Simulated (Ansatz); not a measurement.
Calculated with Ansatz (gas phase, PBE0-D4/def2-TZVP geometries, no zero-point term in ΔE). CCSD(T)/CBS is the MP2 limit (def2-TZVPP, def2-QZVPP) plus CCSD(T) − MP2 in def2-TZVPP, frozen cores. This one scheme is used for every species. Functionals use def2-TZVPP. B3LYP here is the variant with VWN-RPA as its local correlation; programs differ in this. Each species was taken in one conformer, which may not be the lowest.

Consider the formal exchange of groups at the Si–Si bond: `[AlH2][SiH]([SiH3])O[SiH3]` + CH₄ → `C[SiH]([AlH2])O[SiH3]` + SiH₄.

```json
{"level": "r2SCAN-D4", "ΔE (eV)": "0.14"}
{"level": "PBE0-D4", "ΔE (eV)": "0.18"}
{"level": "ωB97M-V", "ΔE (eV)": "0.03"}
{"level": "r2SCAN", "ΔE (eV)": "0.13"}
{"level": "B3LYP", "ΔE (eV)": "0.07"}
{"level": "HF/def2-TZVPP", "ΔE (eV)": "-0.06"}
{"level": "MP2/def2-QZVPP", "ΔE (eV)": "0.02"}
{"level": "CCSD/CBS(def2)", "ΔE (eV)": "0.05"}
```

Task: What does CCSD(T)/CBS give? (Best estimate.)

Result: Ansatz gave: +0.07 eV. The listed levels differ from it by 0.07, 0.11, -0.04, 0.06, 0.00, -0.13, -0.05, -0.02 eV.

Largest T1 diagnostic among the species: 0.013.

The D4 term adds +0.04 eV with B3LYP and +0.02 eV with PBE0; it sums over pairs of atoms, weighted by their polarisabilities, and B3LYP, whose exchange is more repulsive, gets the larger term. In def2-TZVPP, CCSD(T) changes the Hartree–Fock value by +0.11 eV (the triples alone add +0.02 eV) and MP2 by +0.07 eV. From PBE to PBE0 (25 % exact exchange), in def2-TZVPP and without D4, ΔE moves by −0.05 eV.
